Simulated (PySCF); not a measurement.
1,2,4-triazole cation (C2H3N3), SMILES c1[nH]ncn1 (connectivity only; charge and spin as stated), charge +1, multiplicity 2. Atoms are numbered in the order given.

```xyz
8

C      0.0761     1.1971     0.0000
N      1.0797     0.3066     0.0000
C      0.6385    -0.9480     0.0000
N     -0.6749    -0.8295     0.0000
N     -1.0135     0.4688     0.0000
H      0.1364     2.2855     0.0000
H      1.2429    -1.8565     0.0000
H     -1.4052    -1.5446     0.0000
```
Charge +1, spin multiplicity 2.

Geometry optimised at PBE0-D3(BJ)/def2-SVP. The multiplicity is an assumed one; other spin states were not compared.

Level of theory: PBE/pcH-1 (PySCF).

Unrestricted Kohn–Sham, ⟨S²⟩ = 0.753. Hyperfine tensors hold the contact and dipolar terms, without spin-orbit corrections.

Computed hyperfine couplings:
```json
[
 {"nucleus": "13C no. 1", "A(iso) (MHz)": "-37.4", "A(iso) (G)": "-13.3", "dipolar principal values (MHz)": "-17.7, -4.8, 22.4"},
 {"nucleus": "14N no. 2", "A(iso) (MHz)": "79.0", "A(iso) (G)": "28.2", "dipolar principal values (MHz)": "-30.1, -26.7, 56.8"},
 {"nucleus": "13C no. 3", "A(iso) (MHz)": "96.4", "A(iso) (G)": "34.4", "dipolar principal values (MHz)": "-9.3, -1.0, 10.3"},
 {"nucleus": "14N no. 4", "A(iso) (MHz)": "41.1", "A(iso) (G)": "14.7", "dipolar principal values (MHz)": "-1.7, -0.7, 2.4"},
 {"nucleus": "14N no. 5", "A(iso) (MHz)": "41.2", "A(iso) (G)": "14.7", "dipolar principal values (MHz)": "-20.8, -18.1, 38.9"},
 {"nucleus": "1H no. 6", "A(iso) (MHz)": "-3.5", "A(iso) (G)": "-1.2", "dipolar principal values (MHz)": "-7.4, -0.8, 8.2"},
 {"nucleus": "1H no. 7", "A(iso) (MHz)": "-1.4", "A(iso) (G)": "-0.5", "dipolar principal values (MHz)": "-5.3, -3.2, 8.5"},
 {"nucleus": "1H no. 8", "A(iso) (MHz)": "-5.3", "A(iso) (G)": "-1.9", "dipolar principal values (MHz)": "-5.3, -2.6, 7.9"}
]
```

Task: And the g tensor (effective nuclear charges for spin-orbit coupling, GIAO)? (An estimate is asked for; the answer gives what the named calculation found.)

Result: principal values 2.0022, 2.0024, 2.0032; isotropic 2.0026.
